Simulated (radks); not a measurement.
Species: the indium ion In2+. Configuration: [Kr] 4d10 5s1.

Calculated with a radial shooting solver on a logarithmic mesh with Libxc functionals: Dirac Kohn-Sham, BLYP, spin-unpolarised, spherical densities, finite nucleus; Fermi nuclear charge, rms radius 4.6156 fm.

Energy parts (hartree):
| part | energy |
|---|---|
| total | -5882.77995 |
| kinetic | 6181.41177 |
| electron-nucleus | -14244.15213 |
| Hartree | 2340.04518 |
| exchange-correlation | -160.08477 |

Orbitals (lengths in bohr, moments of r in powers of bohr; <r^-3> diverges for s and p1/2; r(max) is where P^2 peaks):
orbital,occ.,eigenvalue (hartree),<r^-3>,r(max)
1s1/2,2,-1020.080,-,0.01922
2s1/2,2,-153.2561,-,0.1087
2p1/2,2,-142.9831,-,0.08382
2p3/2,4,-135.2294,4021,0.08826
3s1/2,2,-29.60841,-,0.3157
3p1/2,2,-25.46135,-,0.3020
3p3/2,4,-24.06120,739.5,0.3122
3d3/2,4,-16.72014,115.4,0.2564
3d5/2,6,-16.43323,108.0,0.2593
4s1/2,2,-5.05113,-,0.7698
4p1/2,2,-3.69601,-,0.7990
4p3/2,4,-3.45046,129.6,0.8238
4d3/2,4,-1.35557,13.29,0.9242
4d5/2,6,-1.32341,12.28,0.9343
5s1/2,1,-0.87520,-,2.048

The highest occupied level is 5s1/2 at -23.815 eV. Summed over all electrons, <r^2> = 32.42 bohr^2, which gives a Langevin (diamagnetic) susceptibility term of -25.7 x 10^-6 cm^3/mol.
